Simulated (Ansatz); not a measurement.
`F[SiH]([SiH3])O[SiH3]` + H₂ → `F[SiH2]O[SiH3]` + SiH₄ at 600 K and 1 bar (hydrogenolysis of the Si–Si bond).

Isolated molecules relaxed with PBE0-D4/def2-TZVP in Ansatz; ΔE leaves out vibrations. CBS: MP2 limit from def2 TZ/QZ plus the TZ coupled-cluster correction, frozen cores. This one scheme is used for every species. One conformer a species, not always the lowest.

```csv
species,CCSD(T)/CBS energy (Eh),H − E (kJ/mol),S (J/(mol·K))
`F[SiH]([SiH3])O[SiH3]`,-1046.55730,253.7,527.5
H₂,-1.17544,43.9,150.8
`F[SiH2]O[SiH3]`,-756.28164,188.4,432.8
SiH₄,-291.46306,108.7,242.3
```

H − E and S are ideal-gas, rigid-rotor, harmonic terms from PBE0-D4/def2-TZVP, for one conformer and one mirror image of each species. The MP2-based limit puts H₂ 0.8 mEh under its directly extrapolated value; such offsets cancel only in part. 1 Eh = 2625.50 kJ/mol, R = 8.31446 J/(mol·K).

Q: By hand: ΔE, ΔH, ΔS and ΔG.

A: ΔE = (-756.28164) + (-291.46306) − (-1046.55730) − (-1.17544) = -0.01196 Eh = -31.4 kJ/mol. Δ(H − E) = 188.4 + 108.7 − 253.7 − 43.9 = -0.5, so ΔH = -31.9 kJ/mol. ΔS = 432.8 + 242.3 − 527.5 − 150.8 = -3.2 J/(mol·K). ΔG = -31.9 − 600 × (-3.2)/1000 = -30.0 kJ/mol.

Q: By hand: the equilibrium constant, and the temperature at which ΔG would vanish if ΔH and ΔS stayed fixed.

A: log₁₀ K = −ΔG/(RT ln 10) = 2.6. ΔG = 0 at ΔH/ΔS = 9969 K, far beyond where these terms or the molecules hold.

The number of gas molecules stays the same, so ΔS is small and ΔH decides. A doubt of 5 kJ/mol in ΔE shifts log₁₀ K by 0.4 here. Other conformers and mirror images would add mixing entropy, several J/(mol·K) or more a flexible species. Modes under 60 cm⁻¹, often nearly free rotors, make the harmonic entropy too high. These are equilibria of isolated gas molecules and say nothing of rates. Largest T1 diagnostic: 0.013 (customary marks: 0.02 for closed shells, 0.045 for open ones).
